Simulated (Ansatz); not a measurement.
Reaction (hydrogenolysis of the Al–Cl bond): `[Cl][Al]1[CH2][NH]1` + H₂ → `[CH2]1[NH][AlH]1` + HCl

Program: Ansatz. Geometries: PBE0-D4/def2-TZVP. ΔE: electronic, gas phase. CCSD(T)/CBS is the MP2 limit (def2-TZVPP, def2-QZVPP) plus CCSD(T) − MP2 in def2-TZVPP, frozen cores. This one scheme is used for every species. Functionals use def2-TZVPP. B3LYP here is the variant with VWN-RPA as its local correlation; programs differ in this.

```csv
level,ΔE (kcal/mol)
B3LYP-D4,31.5
ωB97M-V,31.5
LC-ωPBE,30.4
MP2/CBS(def2),34.3
```

**Question.** What does CCSD(T)/CBS give? (Best estimate.)

**Answer.** The calculation gave: +32.1 kcal/mol. The listed levels differ from it by -0.6, -0.6, -1.7, 2.2 kcal/mol.

Largest T1 diagnostic among the species: 0.015.

At CCSD(T), def2-SVP lies −2.1 kcal/mol from the extrapolated value and def2-TZVPP −0.7 kcal/mol. In def2-TZVPP, CCSD(T) changes the Hartree–Fock value by +1.0 kcal/mol (the triples alone add +0.6 kcal/mol) and MP2 by +3.2 kcal/mol. Leaving LDA and LC-ωPBE aside and taking each functional with its dispersion term where it has one, the values, not all of them listed here, spread over 3.3 kcal/mol, from B97M-V to r2SCAN-D4. LDA lies −1.1 kcal/mol from PBE without D4.
